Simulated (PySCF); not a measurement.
Electron correlation in Be (beryllium, neutral)

[He] 2s2, closed-shell 1S. Computed with PySCF 2.14 in dyall-acv3z, with scalar relativity by spin-free X2C-1e. Frozen: 1s2; 2 electrons correlated; the 10 highest virtual orbitals of each spin left out.

With two correlated electrons CCSD is exact within the correlated space (frozen core and kept virtual orbitals).

```tsv
level	correlation energy (mhartree)
CCSD	-46.00
```

Diagnostics: T1 = 0.022, D1 = 0.0308, largest double amplitude 0.087.

Task: Is a single reference adequate?

Result: Mostly. T1 lies below 0.03, but a double amplitude of this size points to a near-degeneracy that CCSD handles and MP2 describes poorly.
